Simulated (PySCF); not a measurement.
Isomers C6H10N2Si:

A. `[SiH3]c1ccnn1C1CC1`
B. `CN(C)[C@@H]1C=C[Si@@H]1C#N`
C. `CN[C@@H]1[SiH2][C@@]12C[C@@H]2C#N`

Spectrum 1. 1H NMR (400 MHz, computed): δ 7.75 (m, 1H), 6.36 (m, 1H), 5.25 (m, 1H), 2.90 (m, 1H), 2.32 (s, 6H). 13C{1H} NMR (computed): δ 170.1 (CH), 143.5 (CH), 124.0 (C), 70.8 (CH), 46.2 (CH3).

Spectrum 2. 1H NMR (400 MHz, computed): δ 7.56 (m, 1H), 6.55 (m, 1H), 4.59 (s, 3H), 3.39 (m, 1H), 1.60 (m, 2H), 0.93 (m, 2H). 13C{1H} NMR (computed): δ 142.0 (CH), 132.8 (C), 121.8 (CH), 35.1 (CH), 10.7 (CH2).

Spectrum 3. 1H NMR (400 MHz, computed): δ 3.16 (m, 1H), 3.02 (m, 1H), 2.68 (m, 1H), 2.61 (s, 3H), 1.77 (m, 1H), 1.64 (m, 1H), 1.54 (m, 1H), -0.57 (br s, 1H). 13C{1H} NMR (computed): δ 127.7 (C), 50.7 (CH), 41.6 (CH3), 23.7 (CH2), 19.0 (C), 4.5 (CH).

Calculated, not measured (PySCF 2.14.0 with density-fitted response routines): GFN2-xTB geometry, PBE0/pcSseg-1 with gauge-including orbitals. In vacuum, non-relativistic, equivalent nuclei averaged, a single conformation.

Chemical shifts δ = σref − σ; 1H and 13C vs TMS, all at this level. Where no couplings were computed, multiplicities follow the n + 1 count of equivalent neighbours, and m marks all less simple cases (inequivalent or close neighbours, rings, F or P nearby). Shifts are as computed. Against solution values, carbons near 30 ppm lie about +3 ppm off and those near 130 ppm about +5 ppm. Of 1211 compounds with measured shifts, 218 miss one by over three times the rms of a fit or turn the order of signals round; such compounds aren't used in these exercises. OH and NH positions are gas-phase values without hydrogen bonding to other molecules.

**Question.** Match each spectrum to its structure.

**Answer.** 1–B, 2–A, 3–C.

- Spectrum 1 (B): 5 13C signals; δC 143.5 is an alkene CH; δC 124.0 is a nitrile carbon.
- Spectrum 2 (A): 5 13C signals; δC 142.0 is an aromatic CH next to a ring nitrogen; δC 35.1 is a three-membered-ring carbon.
- Spectrum 3 (C): 6 13C signals; δC 127.7 is a nitrile carbon; δC 50.7 is a three-membered-ring carbon.
